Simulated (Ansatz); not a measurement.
Basis sets compared for B4O10H8, a hydroxylated oxide cluster. Charge 0, multiplicity 1. Geometry PBE-D4/def2-SVP. Ansatz on 4 threads of Arm Neoverse V2 on a shared host; times are rough, and most runs start from earlier orbitals.

```tsv
atom	x (Å)	y (Å)	z (Å)
B1	-0.360	-1.096	0.400
B2	1.142	0.685	-0.600
B3	2.587	-1.294	-1.036
B4	-2.323	2.192	0.861
O5	3.794	-1.795	-0.607
O6	1.656	-1.986	-1.790
O7	0.628	-1.736	1.106
O8	-1.709	-1.433	0.411
O9	1.108	2.033	-0.738
O10	-0.071	0.012	-0.346
O11	2.328	0.018	-0.723
O12	-2.605	3.385	1.478
O13	-1.680	2.218	-0.380
O14	-2.693	1.043	1.508
H15	3.961	-2.712	-0.878
H16	1.910	-2.903	-1.985
H17	0.329	-2.464	1.673
H18	-1.942	-2.199	0.962
H19	0.195	2.380	-0.591
H20	-2.298	4.129	0.932
H21	-1.450	1.306	-0.667
H22	-2.508	0.219	1.011
```

In the singlet geometry the species has come apart into loosely held pieces.

Binding counts from free atoms (B doublet, O triplet, H doublet) in the same basis, without a counterpoise term.

| level | functions | energy (Eh) | HOMO (eV) | LUMO (eV) | binding per atom (eV) | wall time |
| --- | --- | --- | --- | --- | --- | --- |
| PBE-D4/def2-SVP | 236 | -855.5440 | -6.76 | -0.80 | 5.05 | 3.8 s |
| PBE0-D4/def2-SVP | 236 | -855.5633 | -8.59 | 0.13 | 4.89 | 7.5 s |

Estimate the rows for PBE-D4/def2-TZVP, PBE0-D4/def2-TZVP.


```json
{"level": "PBE-D4/def2-TZVP", "functions": "482", "energy (Eh)": "-856.5474", "HOMO (eV)": "-7.20", "LUMO (eV)": "-1.40", "binding per atom (eV)": "4.96", "wall time": "10 s"}
{"level": "PBE0-D4/def2-TZVP", "functions": "482", "energy (Eh)": "-856.5611", "HOMO (eV)": "-8.94", "LUMO (eV)": "-0.55", "binding per atom (eV)": "4.82", "wall time": "22 s"}
```
